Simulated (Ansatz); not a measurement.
`BN(CC)[SiH2]Cl` + `CO[SiH](F)S` → `CO[SiH](F)S[SiH2]Cl` + `BNCC`  (ligand exchange at the Si–N bond)

Calculated with Ansatz (gas phase, PBE0-D4/def2-TZVP geometries, no zero-point term in ΔE). CCSD(T)/CBS adds triple-zeta CCSD(T) − MP2 to the extrapolated MP2 energy (def2 sets, frozen cores). DFT in def2-TZVPP. B3LYP here is the variant with VWN-RPA as its local correlation; programs differ in this. One conformer a species, not always the lowest.

| level | ΔE (kcal/mol) | difference from CCSD(T)/CBS |
| --- | --- | --- |
| PBE-D4 | -8.1 | -3.1 |
| r2SCAN-D4 | -6.7 | -1.7 |
| PBE0-D4 | -7.4 | -2.4 |
| ωB97M-V | -5.2 | -0.2 |
| PBE | -8.3 | -3.3 |
| r2SCAN | -6.8 | -1.8 |
| PBE0 | -7.6 | -2.6 |
| B3LYP | -5.9 | -0.9 |
| HF/def2-TZVPP | -3.8 | 1.2 |
| MP2/def2-TZVPP | -4.5 | 0.5 |
| SCS-MP2/def2-TZVPP | -3.9 | 1.1 |
| CCSD/def2-TZVPP | -3.6 | 1.4 |
| CCSD(T)/def2-TZVPP | -3.9 | 1.1 |
| MP2/def2-QZVPP | -5.1 | -0.1 |
| SCS-MP2/def2-QZVPP | -4.5 | 0.5 |
| MP2/CBS(def2) | -5.6 | -0.6 |
| CCSD(T)/CBS | -5.0 | 0 |

Largest T1 diagnostic among the species: 0.012.

From PBE to PBE0 (25 % exact exchange), in def2-TZVPP and without D4, ΔE moves by +0.7 kcal/mol.
